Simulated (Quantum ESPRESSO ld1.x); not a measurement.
Q: This ld1.x (Quantum ESPRESSO 7.5) run is given with its output. Can the result be used, and if not, why?

```
 &input
    zed=81.0,
    iswitch=1,
    rel=1,
    dft='PBE',
    config='[Hg] 6p2',
    verbosity='high',
    prefix='ld1',
    max_out_wfc=37,
    file_charge='ld1.rho',
 /
```

```
     Program LD1 v.7.5 starts

     Message from routine scf:
     warning: convergence not achieved
     --------------------------- All-electron run ----------------------------

     scalar relativistic calculation

     atomic number is 81.00
     dft =PBE   lsd =0 sic =0 latt =0  beta=0.20 tr2=1.0E-14
     Exchange-correlation= PBE
                           (   1   4   3   4   0   0   0)
     mesh =2125 r(mesh) =  99.24096 a.u. xmin = -8.00 dx = 0.00800
     1 Ry =  13.60569312 eV, c = 137.03599908

     n l     nl                  e(Ry)          e(Ha)          e(eV)
     1 0     1S 1( 2.00)   -6294.118265124   -3147.059132562 -85635.8415951
     2 0     2S 1( 2.00)   -1120.461464022    -560.230732011 -15244.6548356
     2 1     2P 1( 6.00)    -963.460172343    -481.730086171 -13108.5434411
     3 0     3S 1( 2.00)    -267.281421796    -133.640710898  -3636.5490024
     3 1     3P 1( 6.00)    -222.105488193    -111.052744096  -3021.8991133
     4 0     4S 1( 2.00)     -59.489136372     -29.744568186   -809.3909336
     4 1     4P 1( 6.00)     -44.684703882     -22.342351941   -607.9663683
     3 2     3D 1(10.00)    -175.361759991     -87.680879995  -2385.9182919
     5 0     5S 1( 2.00)      -9.412921092      -4.706460546   -128.0693158
     5 1     5P 1( 6.00)      -5.377293914      -2.688646957    -73.1618108
     4 2     4D 1(10.00)     -27.348370297     -13.674185149   -372.0935337
     6 0     6S 1( 2.00)      -0.495311010      -0.247655505     -6.7390496
     5 2     5D 1(10.00)      -0.922400408      -0.461200204    -12.5498969
     4 3     4F 1(14.00)      -8.165416784      -4.082708392   -111.0961550
     6 1     6P 1( 2.00)       0.000727740       0.000363870      0.0099014

     final scf error:  5.7E-02 reached in 201 iterations

     Etot =  -40512.955020 Ry,  -20256.477510 Ha, -551206.833514 eV

     Ekin =   45604.080021 Ry,   22802.040011 Ha,  620475.117926 eV
     Encl = -101039.944137 Ry,  -50519.972069 Ha,-1374718.473098 eV
     Eh   =   15679.865749 Ry,    7839.932874 Ha,  213335.441588 eV
     Exc  =    -756.956653 Ry,    -378.478327 Ha,  -10298.919930 eV
```

A: No. The cycle did not converge: in the last iteration no bound solution was found for 6p (the eigenvalue is printed as zero or positive). The species is Tl- with 82 electrons. In a local or semilocal functional the extra electron of a negative ion sees its own charge, the potential lacks the -1/r tail, and the highest level tends to rise to zero. The printed total energy is meaningless.
